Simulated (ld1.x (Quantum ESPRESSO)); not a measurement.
# Hf: TM pseudisation with PBE, scalar-relativistic reference atom.

Input for ld1.x (Quantum ESPRESSO) 7.5:

```
&input
   title='Hf', zed=72., rel=1, dft='PBE', iswitch=3,
   config='[Xe] 4f14 5d2 6s1 6p0',
   nld=3, rlderiv=3.25, eminld=-7.0, emaxld=5.0, deld=0.02
 /
 &inputp
   pseudotype=2, tm=.true., lloc=0,
   nlcc=.true., new_core_ps=.true., rcore=0.90,
   file_pseudopw='Hf.UPF', file_wfcaegen='ae.wfc', file_wfcncgen='nc.wfc', file_beta='beta', file_chi='chi'
 /
3
5P  2  1   6.00   0.00  1.90  1.90  0.0
5D  3  2   2.00   0.00  3.00  3.00  0.0
5S  1  0   2.00   0.00  1.80  1.80  0.0
 &test
   configts(1)='5s2 5p6 5d2 6s1 6p0'
 /
```

Command:

```bash
ld1.x < Hf.in > Hf.out
```

The program printed (shortened: banner, matrices, multipoles, cross overlaps and the repeated all-electron block are left out):

```
Program LD1 v.7.5
     --------------------------- All-electron run ----------------------------

     Hf
     scalar relativistic calculation

     atomic number is 72.00
     dft =PBE   lsd =0 sic =0 latt =0  beta=0.20 tr2=1.0E-14
     Exchange-correlation= PBE
                           (   1   4   3   4   0   0   0)
     mesh =1271 r(mesh) =  99.31870 a.u. xmin = -7.00 dx = 0.01250
     1 Ry =  13.60569312 eV, c = 137.03599908

     n l     nl                  e(Ry)          e(Ha)          e(eV)
     1 0     1S 1( 2.00)     -4799.1240     -2399.5620    -65295.4090
     2 0     2S 1( 2.00)      -821.1555      -410.5778    -11172.3900
     2 1     2P 1( 6.00)      -721.0258      -360.5129     -9810.0560
     3 0     3S 1( 2.00)      -187.4967       -93.7483     -2551.0222
     3 1     3P 1( 6.00)      -157.5883       -78.7942     -2144.0985
     4 0     4S 1( 2.00)       -38.1815       -19.0907      -519.4851
     4 1     4P 1( 6.00)       -28.3715       -14.1857      -386.0137
     3 2     3D 1(10.00)      -122.2127       -61.1064     -1662.7892
     5 0     5S 1( 2.00)        -5.4347        -2.7174       -73.9432
     5 1     5P 1( 6.00)        -3.1247        -1.5624       -42.5137
     4 2     4D 1(10.00)       -15.6996        -7.8498      -213.6035
     4 3     4F 1(14.00)        -1.7466        -0.8733       -23.7639
     5 2     5D 1( 2.00)        -0.6766        -0.3383        -9.2060
     6 0     6S 1( 1.00)        -0.8066        -0.4033       -10.9749
     6 1     6P 1( 0.00)        -0.4674        -0.2337        -6.3589

     final scf error:  5.8E-15 reached in  34 iterations

     Etot =  -30155.856735 Ry,  -15077.928367 Ha, -410291.332597 eV

     Ekin =   33046.086483 Ry,   16523.043241 Ha,  449614.911601 eV
     Encl =  -74363.255853 Ry,  -37181.627926 Ha,-1011763.638762 eV
     Eh   =   11776.142878 Ry,    5888.071439 Ha,  160222.586166 eV
     Exc  =    -614.830242 Ry,    -307.415121 Ha,   -8365.191602 eV

     normalization and overlap integrals

     s(1S/1S) =  1.000000  <r> =   0.0190  <r2> =    0.0005  r(max) =   0.0120
     s(2S/2S) =  1.000000  <r> =   0.0804  <r2> =    0.0076  r(max) =   0.0679
     s(2P/2P) =  1.000000  <r> =   0.0717  <r2> =    0.0063  r(max) =   0.0556
     s(3S/3S) =  1.000000  <r> =   0.2086  <r2> =    0.0498  r(max) =   0.1917
     s(3P/3P) =  1.000000  <r> =   0.2085  <r2> =    0.0504  r(max) =   0.1893
     s(4S/4S) =  1.000000  <r> =   0.4682  <r2> =    0.2475  r(max) =   0.4375
     s(4P/4P) =  1.000000  <r> =   0.4976  <r2> =    0.2818  r(max) =   0.4599
     s(3D/3D) =  1.000000  <r> =   0.1890  <r2> =    0.0419  r(max) =   0.1550
     s(5S/5S) =  1.000000  <r> =   1.1351  <r2> =    1.4501  r(max) =   1.0109
     s(5P/5P) =  1.000000  <r> =   1.3415  <r2> =    2.0468  r(max) =   1.1599
     s(4D/4D) =  1.000000  <r> =   0.5351  <r2> =    0.3323  r(max) =   0.4716
     s(4F/4F) =  1.000000  <r> =   0.6771  <r2> =    0.5946  r(max) =   0.4542
     s(5D/5D) =  1.000000  <r> =   2.2758  <r2> =    6.2495  r(max) =   1.6667
     s(6S/6S) =  1.000000  <r> =   3.2016  <r2> =   11.5587  r(max) =   2.7825
     s(6P/6P) =  1.000000  <r> =   4.2160  <r2> =   20.0989  r(max) =   3.6177

     ------------------------ End of All-electron run ------------------------

     --------------------- Generating NC pseudopotential ---------------------

      Generating local pot.: lloc=0, matching radius rcloc =   1.8000

      Computing core charge for nlcc:

       r > 0.90 : true rho core
      Core charge pseudized with two Bessel functions
      Integrated core pseudo-charge :  28.34

      Wfc   5P  rcut= 1.912  Using Troullier-Martins method

      Wfc   5D  rcut= 2.999  Using Troullier-Martins method

     ------------------- End of pseudopotential generation -------------------

     Computing logarithmic derivative in   3.25308
     Computing logarithmic derivative in   3.25308
     Computing the partial wave expansion
       no projector for channel:   0
     R is outside the sphere for l=    1 j= 0.00
     R is outside the sphere for l=    2 j= 0.00

     ---------------------- Testing the pseudopotential ----------------------

     Hf
     scalar relativistic calculation

     atomic number is 72.00   valence charge is 12.00
     dft =PBE   lsd =0 sic =0 latt =0  beta=0.20 tr2=1.0E-14
     mesh =1271 r(mesh) =  99.31870 xmin = -7.00 dx = 0.01250

     n l     nl             e AE (Ry)        e PS (Ry)    De AE-PS (Ry)
     1 0     5S   1( 2.00)       -5.43473       -5.43473       -0.00000
     2 1     5P   1( 6.00)       -3.12470       -3.12471        0.00000
     3 2     5D   1( 2.00)       -0.67663       -0.67663        0.00000
     2 0     6S   1( 1.00)       -0.80664       -0.93304        0.12641  !
     3 1     6P   1( 0.00)       -0.46737       -0.46889        0.00152

     eps = 9.8E-15  iter = 19

     Etot =  -30155.856735 Ry,  -15077.928367 Ha, -410291.332597 eV
     Etotps =  -193.136980 Ry,     -96.568490 Ha,   -2627.762487 eV

     Ekin =      28.594190 Ry,      14.297095 Ha,     389.043773 eV
     Encl =    -183.512558 Ry,     -91.756279 Ha,   -2496.815550 eV
     Ehrt =      70.578776 Ry,      35.289388 Ha,     960.273173 eV
     Ecxc =    -110.063166 Ry,     -55.031583 Ha,   -1497.485657 eV
     (Ecc =     -92.583874 Ry,     -46.291937 Ha,   -1259.667780 eV)
     Epseu=       1.265777 Ry,       0.632889 Ha,      17.221773 eV

     ---------------------- End of pseudopotential test ----------------------
```

The potential misses its own reference levels by up to 1.7 eV, so it is not fit for use. ld1.x takes every shell without a wave as core, so the model core holds the 6s electrons as well and exchange and correlation see them twice. This cancels in the reference configuration, but the file is broken for other ones, and its errors say nothing about a proper core correction.

Generation and configuration tests took about 3.8 s on one core of a shared server CPU.

Transferability test of the new file with ld1.x, input:

```
&input
   title='Hf', zed=72., rel=1, dft='PBE', iswitch=2,
   config='[Xe] 4f14 5d2 6s1 6p0'
 /
 &test
   file_pseudo='Hf.UPF', nconf=8,
   configts(1)='5s2 5p6 5d2 6s1 6p0',
   configts(2)='5s2 5p6 5d2 6s2 6p0',
   configts(3)='5s2 5p6 5d2 6s0 6p0',
   configts(4)='5s2 5p6 5d1 6s0 6p0',
   configts(5)='5s1 5p6 5d2 6s2 6p0',
   configts(6)='5s2 5p6 5d2 6s1.5 6p0',
   configts(7)='5s2 5p6 5d3 6s0 6p0',
   configts(8)='5s2 5p6 5d2 6s1 6p1'
 /
```

```bash
ld1.x < Hf.test.in > Hf.test.out
```

Pseudopotential blocks of its output, shortened (energy terms left out; the distinct warnings before each block abridged to one line each):

```
     ---------------------- Testing the pseudopotential ----------------------

     n l     nl             e AE (Ry)        e PS (Ry)    De AE-PS (Ry)
     1 0     5S   1( 2.00)       -5.43473       -5.43473       -0.00000
     2 1     5P   1( 6.00)       -3.12470       -3.12471        0.00000
     3 2     5D   1( 2.00)       -0.67663       -0.67663        0.00000
     2 0     6S   1( 1.00)       -0.80664       -0.93304        0.12641  !
     3 1     6P   1( 0.00)       -0.46737       -0.46889        0.00152

     eps = 9.8E-15  iter = 19

     Etot =  -30155.856735 Ry,  -15077.928367 Ha, -410291.332596 eV
     Etotps =  -193.136980 Ry,     -96.568490 Ha,   -2627.762487 eV

     ---------------------- End of pseudopotential test ----------------------

          ---------------------- Testing the pseudopotential ----------------------

     n l     nl             e AE (Ry)        e PS (Ry)    De AE-PS (Ry)
     1 0     5S   1( 2.00)       -4.92555       -4.85620       -0.06935  !
     2 1     5P   1( 6.00)       -2.61460       -2.55575       -0.05885  !
     3 2     5D   1( 2.00)       -0.19761       -0.15962       -0.03799  !
     2 0     6S   1( 2.00)       -0.37544       -0.44372        0.06827  !
     3 1     6P   1( 0.00)       -0.10262       -0.08403       -0.01858  !

     eps = 7.7E-16  iter = 24

     Etot =  -30156.442974 Ry,  -15078.221487 Ha, -410299.308784 eV
     Etotps =  -193.818221 Ry,     -96.909110 Ha,   -2637.031233 eV
     dEtot_ae =      -0.586239 Ry
     dEtot_ps =      -0.681240 Ry,   Delta E=       0.095001 Ry

     ---------------------- End of pseudopotential test ----------------------

          ---------------------- Testing the pseudopotential ----------------------

     n l     nl             e AE (Ry)        e PS (Ry)    De AE-PS (Ry)
     1 0     5S   1( 2.00)       -6.03295       -6.13578        0.10283  !
     2 1     5P   1( 6.00)       -3.72086       -3.80725        0.08638  !
     3 2     5D   1( 2.00)       -1.22774       -1.28659        0.05885  !
     2 0     6S   1( 0.00)       -1.28626       -1.49763        0.21136  !
     3 1     6P   1( 0.00)       -0.88327       -0.92541        0.04214  !

     eps = 5.9E-15  iter = 19

     Etot =  -30154.814543 Ry,  -15077.407272 Ha, -410277.152854 eV
     Etotps =  -191.927419 Ry,     -95.963710 Ha,   -2611.305567 eV
     dEtot_ae =       1.042192 Ry
     dEtot_ps =       1.209561 Ry,   Delta E=      -0.167370 Ry

     ---------------------- End of pseudopotential test ----------------------

          Warning: n=2, l=0 expected 1 nodes, found 2
     ---------------------- Testing the pseudopotential ----------------------

     n l     nl             e AE (Ry)        e PS (Ry)    De AE-PS (Ry)
     1 0     5S   1( 2.00)       -6.92846       -7.05071        0.12225  !
     2 1     5P   1( 6.00)       -4.59441       -4.69984        0.10542  !
     3 2     5D   1( 1.00)       -1.99375       -2.06763        0.07389  !
     2 0     6S   1( 0.00)       -1.90796       -2.19230        0.28433  !
     3 1     6P   1( 0.00)       -1.41859       -1.48165        0.06307  !

     eps = 5.8E-15  iter = 12

     Etot =  -30153.212710 Ry,  -15076.606355 Ha, -410255.358810 eV
     Etotps =  -190.258510 Ry,     -95.129255 Ha,   -2588.598904 eV
     dEtot_ae =       2.644024 Ry
     dEtot_ps =       2.878470 Ry,   Delta E=      -0.234446 Ry

     ---------------------- End of pseudopotential test ----------------------

          ---------------------- Testing the pseudopotential ----------------------

     n l     nl             e AE (Ry)        e PS (Ry)    De AE-PS (Ry)
     1 0     5S   1( 1.00)       -5.85961       -5.82113       -0.03848  !
     2 1     5P   1( 6.00)       -3.49574       -3.44307       -0.05267  !
     3 2     5D   1( 2.00)       -0.89149       -0.83262       -0.05887  !
     2 0     6S   1( 2.00)       -0.90815       -1.04765        0.13950  !
     3 1     6P   1( 0.00)       -0.52384       -0.50125       -0.02259  !

     eps = 2.7E-15  iter = 18

     Etot =  -30151.071258 Ry,  -15075.535629 Ha, -410226.222867 eV
     Etotps =  -188.497407 Ry,     -94.248704 Ha,   -2564.637876 eV
     dEtot_ae =       4.785477 Ry
     dEtot_ps =       4.639573 Ry,   Delta E=       0.145903 Ry

     ---------------------- End of pseudopotential test ----------------------

          ---------------------- Testing the pseudopotential ----------------------

     n l     nl             e AE (Ry)        e PS (Ry)    De AE-PS (Ry)
     1 0     5S   1( 2.00)       -5.16756       -5.12830       -0.03926  !
     2 1     5P   1( 6.00)       -2.85738       -2.82402       -0.03336  !
     3 2     5D   1( 2.00)       -0.42688       -0.40471       -0.02217  !
     2 0     6S   1( 1.50)       -0.58420       -0.67771        0.09352  !
     3 1     6P   1( 0.00)       -0.27724       -0.26533       -0.01191  !

     eps = 3.1E-15  iter = 17

     Etot =  -30156.203808 Ry,  -15078.101904 Ha, -410296.054760 eV
     Etotps =  -193.538865 Ry,     -96.769432 Ha,   -2633.230399 eV
     dEtot_ae =      -0.347073 Ry
     dEtot_ps =      -0.401884 Ry,   Delta E=       0.054811 Ry

     ---------------------- End of pseudopotential test ----------------------

          ---------------------- Testing the pseudopotential ----------------------

     n l     nl             e AE (Ry)        e PS (Ry)    De AE-PS (Ry)
     1 0     5S   1( 2.00)       -5.28449       -5.36262        0.07813  !
     2 1     5P   1( 6.00)       -2.98489       -3.04732        0.06243  !
     3 2     5D   1( 3.00)       -0.58497       -0.62201        0.03704  !
     2 0     6S   1( 0.00)       -0.75012       -0.89833        0.14821  !
     3 1     6P   1( 0.00)       -0.43199       -0.45224        0.02025  !

     eps = 2.0E-15  iter = 20

     Etot =  -30155.708766 Ry,  -15077.854383 Ha, -410289.319378 eV
     Etotps =  -192.870320 Ry,     -96.435160 Ha,   -2624.134386 eV
     dEtot_ae =       0.147969 Ry
     dEtot_ps =       0.266661 Ry,   Delta E=      -0.118692 Ry

     ---------------------- End of pseudopotential test ----------------------

          ---------------------- Testing the pseudopotential ----------------------

     n l     nl             e AE (Ry)        e PS (Ry)    De AE-PS (Ry)
     1 0     5S   1( 2.00)       -5.03374       -5.02660       -0.00714  !
     2 1     5P   1( 6.00)       -2.72246       -2.71532       -0.00714  !
     3 2     5D   1( 2.00)       -0.28503       -0.27729       -0.00774  !
     2 0     6S   1( 1.00)       -0.44109       -0.54505        0.10396  !
     3 1     6P   1( 1.00)       -0.15157       -0.14291       -0.00866  !

     eps = 9.0E-15  iter = 27

     Etot =  -30156.161789 Ry,  -15078.080895 Ha, -410295.483069 eV
     Etotps =  -193.437420 Ry,     -96.718710 Ha,   -2631.850177 eV
     dEtot_ae =      -0.305054 Ry
     dEtot_ps =      -0.300440 Ry,   Delta E=      -0.004614 Ry

     ---------------------- End of pseudopotential test ----------------------
```
